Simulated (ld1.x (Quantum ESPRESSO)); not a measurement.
**Ca (Z = 20), PAW: configuration errors across variants**

Ca (Z = 20), PAW, made with ld1.x (Quantum ESPRESSO) 7.5 (LDA (PZ), scalar-relativistic). Core [Ne], reference 3s2 3p6 3d0 4s0 4p0 (charge +2). Waves: 3s (bound): rcut 1.55, rcutus 2.10 bohr; 4s (bound, empty): rcut 1.55, rcutus 2.10 bohr; 3p (bound): rcut 1.65, rcutus 1.85 bohr; 4p (bound, empty): rcut 1.65, rcutus 1.85 bohr; 3d (bound, empty): rcut 1.65, rcutus 1.75 bohr; 3d channel at 2 Ry: rcut 1.65, rcutus 1.75 bohr. Local part: all-electron potential smoothed inside 1.50 bohr (lloc = -2). Core correction: a·sin(br)/r model core inside 1.35 bohr. Augmentation charge: BESSEL, radius 1.20 bohr.

All-electron excitation energies from the reference (eV): (1) 3s2 3p6 3d0 4s2 4p0 -18.413; (2) 3s2 3p6 3d0 4s1 4p0 -11.950; (3) 3s2 3p6 3d0 4s1.5 4p0 -15.846; (4) 3s1 3p6 3d0 4s2 4p0 35.557; (5) 3s2 3p6 3d1 4s1 4p0 -16.171; (6) 3s2 3p6 3d0 4s0 4p2 -13.296; (7) 3s2 3p6 3d0 4s0 4p1 -8.828; (8) 3s2 3p6 3d0 4s1 4p0 spin -12.158; (9) 3s2 3p6 3d0 4s1.5 4p0 spin -15.885.

Spin tests fill each open shell by Hund’s rule, majority spin first.

The overlap operator is not positive definite (basis up to 400 Ry) in “all radii but the core radius scaled by about 1.22 (s 2.56, p 2.26, d 2.14 bohr, rcut 1.90/2.02/2.02); local potential all-electron potential smoothed inside 1.84 bohr (lloc = -2); augmentation BESSEL, radius 1.46 bohr”. Such files are unfit for use, however small their errors in these radial tests.

Tests that are not counted but printed errors over 1 eV. “all radii but the core radius scaled by about 1.31 (s 2.74, p 2.42, d 2.30 bohr, rcut 2.02/2.16/2.16); local potential all-electron potential smoothed inside 1.96 bohr (lloc = -2); augmentation BESSEL, radius 1.58 bohr”: 3s2 3p6 3d0 4s2 4p0 (solver errors, printed error -717 eV).

2 further variants failed, have other tests or too few solved ones, and are left out.

Errors AE − PS in meV (a dash: test not solved or not reliable):

| change | (1) | (2) | (3) | (4) | (5) | (6) | (7) | (8) | (9) | bound ghosts |
| --- | --- | --- | --- | --- | --- | --- | --- | --- | --- | --- |
| base | +1.0 | +0.5 | +0.7 | +22 | +0.6 | +0.5 | +0.3 | +0.5 | +0.7 | none |
| all radii but the core radius scaled by about 0.91 (s 1.92, p 1.68, d 1.60 bohr, rcut 1.42/1.50/1.50); local potential all-electron potential smoothed inside 1.36 bohr (lloc = -2); augmentation BESSEL, radius 1.10 bohr | +0.7 | +0.4 | +0.6 | -2.4 | -0.4 | +0.4 | +0.3 | +0.4 | +0.6 | none |
| all radii but the core radius scaled by about 1.22 (s 2.56, p 2.26, d 2.14 bohr, rcut 1.90/2.02/2.02); local potential all-electron potential smoothed inside 1.84 bohr (lloc = -2); augmentation BESSEL, radius 1.46 bohr | – | – | – | – | – | – | – | – | – | not determined (overlap not positive) |
| all radii but the core radius scaled by about 1.31 (s 2.74, p 2.42, d 2.30 bohr, rcut 2.02/2.16/2.16); local potential all-electron potential smoothed inside 1.96 bohr (lloc = -2); augmentation BESSEL, radius 1.58 bohr | – | – | – | – | – | – | – | – | – | none |
| all radii but the core radius scaled by about 1.39 (s 2.92, p 2.56, d 2.42 bohr, rcut 2.14/2.28/2.28); local potential all-electron potential smoothed inside 2.08 bohr (lloc = -2); augmentation BESSEL, radius 1.66 bohr | – | – | – | – | – | – | – | – | – | none |

Give the same row for: all radii but the core radius scaled by about 1.11 (s 2.32, p 2.04, d 1.94 bohr, rcut 1.72/1.82/1.82); local potential all-electron potential smoothed inside 1.66 bohr (lloc = -2); augmentation BESSEL, radius 1.32 bohr.

+2.9, +1.1, +2.1, +86, +4.4, +0.7, +0.4, +1.1, +2.0; bound ghosts: none.
